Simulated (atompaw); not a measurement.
Plane-wave convergence, PAW (atompaw) potential for Ta

atompaw 4.2.0.5 input, output lines left out:

```
Ta 73
GGA-PBE scalarrelativistic loggrid 2001 logderivrange -3 5 201
6 6 5 4 0 0
6 0 1.5
6 1 0
5 2 3
0 0 0
c
c
c
c
c
v
c
c
c
c
v
c
c
v
c
2
3.00 2.20 2.85 2.45
y
0.45
n
y
0.1
n
y
1.9
n
custom polynom2 7 10 vanderbiltortho besselshape
bessel
3.00
2.50
3.00
3.00
2.05
3.00
```

The pseudo-atom Hamiltonian at the reference potential is diagonalised in spherical Bessel functions j_l(qr) that vanish at 20 bohr, with q² up to the cutoff. All-electron valence levels (Ry): 6s -0.6204, 6p -0.2861, 5d -0.5077.

Task: How do the lowest levels (Ry) of each channel move with the cutoff, and are there ghosts?

Result:

| cutoff (Ry) | s #1 | p #1 | d #1 | d #2 | f #1 | Σ f·Δε (mRy) |
| --- | --- | --- | --- | --- | --- | --- |
| 8 | -0.6202 | -0.2859 | -0.1195 | -0.0118 | 0.0274 | 1164.8 |
| 12 | -0.6204 | -0.2861 | -0.4562 | -0.0401 | 0.0274 | 154.5 |
| 15 | -0.6204 | -0.2861 | -0.4907 | -0.0407 | 0.0274 | 50.9 |
| 21 | -0.6204 | -0.2861 | -0.5073 | -0.0410 | 0.0274 | 1.1 |
| 25 | -0.6204 | -0.2861 | -0.5076 | -0.0410 | 0.0274 | 0.2 |
| 35 | -0.6204 | -0.2861 | -0.5076 | -0.0410 | 0.0274 | 0.1 |
| 400 | -0.6204 | -0.2861 | -0.5077 | -0.0410 | 0.0274 | 0.0 |

Result: no extra level below or beside the all-electron valence levels (s, p, d, f tested); 10 mRy is reached at 18 Ry and 1 mRy at 25 Ry.
